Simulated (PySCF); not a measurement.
Cartesian coordinates in Å; atom numbers follow the order of the lines, from 1:
```xyz
15

C    -0.7801    1.8503    0.2199
C    -0.0093    0.7674    0.0401
O    -0.4112   -0.4669   -0.3217
C    -1.7810   -0.6678   -0.5302
C     1.4809    0.8489    0.2462
C     2.2588   -0.4217    0.0452
O     2.0029    1.8931    0.5590
H    -0.2799    2.7734    0.5134
H    -1.8617    1.8505    0.0877
H    -1.9133   -1.7212   -0.8070
H    -2.3620   -0.4560    0.3850
H    -2.1623   -0.0268   -1.3448
H     3.3225   -0.2243    0.2222
H     2.1021   -0.8083   -0.9731
H     1.8934   -1.2031    0.7288
```

PySCF calculation with NMR shieldings at PBE/pcSseg-2/GIAO, J: B3LYP/pcJ-1 (without the spin–dipole term) and PBE0-D3(BJ)/def2-SVP structure; one computed conformer, no relativistic terms, equivalent nuclei averaged, isolated molecule.

Predict the 2D correlation tables (HSQC, COSY, HMBC).

## Answers



HSQC (one-bond C–H):
| δH | δC | 1J(C,H) (Hz) |
| --- | --- | --- |
| 5.60 (H8) | 91.9 (C1) | 180 |
| 4.12 (H9) | 91.9 (C1) | 169 |
| 3.64 (H10/H11/H12) | 57.2 (C4) | 149 |
| 2.24 (H13/H14/H15) | 28.4 (C6) | 136 |

HMBC (two and three bonds, |J| ≥ 2.5 Hz):
| δH | δC [abs. J in Hz] |
| --- | --- |
| 5.60 (H8) | 201.9 (C5) [3.9], 169.7 (C2) [2.9] |
| 4.12 (H9) | 201.9 (C5) [8.3] |
| 3.64 (H10/H11/H12) | 169.7 (C2) [4.3] |
| 2.24 (H13/H14/H15) | 201.9 (C5) [5.9] |

No COSY cross peaks are expected.

References, each an isolated molecule treated in the same way: 1H (σref 31.18) and 13C (σref 179.39) against TMS.

Short H···H contacts in this conformer between protons four or more bonds apart (candidates for NOE cross peaks, intensity ∝ r⁻⁶): H9···H11 2.38 Å.

Shifts are as computed, not scaled to solution data. Of 1211 compounds with measured shifts, 218 miss one by over three times the rms of a fit or turn the order of signals round; such compounds aren't used in these exercises.
